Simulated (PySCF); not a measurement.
## `InChI=1S/C9H7Cl/c10-8-4-3-7-9(8)5-1-2-6-9/h1-7H`

Geometry:
| atom | x (Å) | y (Å) | z (Å) |
| --- | --- | --- | --- |
| Cl1 | -0.364 | -2.440 | 1.238 |
| C2 | 0.606 | -1.134 | 0.735 |
| C3 | 1.925 | -0.965 | 0.916 |
| C4 | 2.309 | 0.296 | 0.316 |
| C5 | 1.238 | 0.889 | -0.224 |
| C6 | 0.018 | 0.035 | -0.015 |
| C7 | -1.090 | 0.730 | 0.732 |
| C8 | -2.203 | 0.726 | -0.007 |
| C9 | -1.943 | 0.053 | -1.266 |
| C10 | -0.671 | -0.356 | -1.297 |
| H11 | 2.594 | -1.638 | 1.417 |
| H12 | 3.316 | 0.672 | 0.320 |
| H13 | 1.187 | 1.829 | -0.741 |
| H14 | -0.938 | 1.140 | 1.713 |
| H15 | -3.155 | 1.145 | 0.266 |
| H16 | -2.680 | -0.085 | -2.037 |
| H17 | -0.156 | -0.886 | -2.076 |

Theory: quadratic response CAM-B3LYP/def2-SVPD first hyperpolarisability, Taylor convention, gas phase in PySCF. Geometry: GFN2-xTB.

**Question.** Give the tensor of the second harmonic β(−2ω;ω,ω) at 1064 nm in the axes of these coordinates.

**Answer.** In au, Taylor convention; rows are the first index (the induced dipole):
|  | xx | yy | zz | xy | xz | yz |
| --- | --- | --- | --- | --- | --- | --- |
| x | -38.6 | -28.0 | -8.6 | -21.8 | +4.9 | +12.9 |
| y | -19.9 | -55.5 | -13.5 | -25.7 | +10.6 | +8.9 |
| z | +4.5 | +8.5 | +19.4 | +10.2 | -10.1 | -12.9 |

Norm of βᵢ = ⅓ Σⱼ (βᵢⱼⱼ + βⱼᵢⱼ + βⱼⱼᵢ): 121.3 au, hyper-Rayleigh value 45.8 au.
